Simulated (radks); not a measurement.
The nuclear charge of neutral bromine is varied continuously with 35 electrons held in [Ar] 3d10 4s2 4p5. Calculated with a radial shooting solver on a logarithmic mesh with Libxc functionals: scalar-relativistic Kohn-Sham, PBEsol, spin-unpolarised, spherical densities, finite nucleus; Fermi nuclear charge, rms radius 4.1629 fm. By the Hellmann-Feynman theorem dE/dZ = E(electron-nucleus)/Z, the electronic potential at the nucleus (averaged over a nucleus of fixed radius). The scalar-relativistic energy here is not variational (the density holds large components alone), so the two differ by a part that grows with Z.

| Z | E (hartree) | E(electron-nucleus)/Z (hartree) | HOMO | e(HOMO) (eV) | <r> HOMO (bohr) |
|---|---|---|---|---|---|
| 34.75 | -2559.94230 | -177.764 | 4p | -5.380 | 2.195 |
| 35 | -2604.66883 | -179.502 | 4p | -7.855 | 2.102 |
| 35.25 | -2649.83123 | -181.237 | 4p | -10.521 | 2.021 |
| 35.5 | -2695.42911 | -182.971 | 4p | -13.363 | 1.949 |
| 35.75 | -2741.46222 | -184.704 | 4p | -16.374 | 1.885 |
| 36 | -2787.93039 | -186.437 | 4p | -19.546 | 1.826 |

The central difference of E at Z = 35 is -179.778 hartree, to compare with the third column; the second derivative is -6.97 hartree.
